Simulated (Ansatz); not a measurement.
The same bond dissociation along the group B, Ga, In.

Isolated molecules relaxed with PBE0-D4/def2-TZVP in Ansatz; ΔE leaves out vibrations. CCSD(T)/CBS adds triple-zeta CCSD(T) − MP2 to the extrapolated MP2 energy (def2 sets, frozen cores). This one scheme is used for every species. Functionals use def2-TZVPP. B3LYP here is the variant with VWN-RPA as its local correlation; programs differ in this. No spin–orbit coupling; open shells (•) take unrestricted orbitals. Elements past krypton have def2 core potentials. For Ga, In outer-core shells are correlated without core-valence functions, which leaves a few kJ/mol of doubt a bond. Scalar relativity is left out up to krypton. One conformer a species, not always the lowest.

```csv
reaction,B3LYP-D4 (eV),revPBE-D4 (eV)
`B[SiH2]N` → `[BH2]`• + `N[SiH2]`•,3.66,3.57
`N[SiH2][GaH2]` → `[GaH2]`• + `N[SiH2]`•,2.82,2.75
`N[SiH2][InH2]` → `[InH2]`• + `N[SiH2]`•,2.48,2.40
```

**Question.** Give the CCSD(T)/CBS values in the same order. (Estimate.)

**Answer.** Computed: 3.84, 3.14, 2.80 eV.

Largest T1 diagnostic: 0.018, for `[InH2]`•.
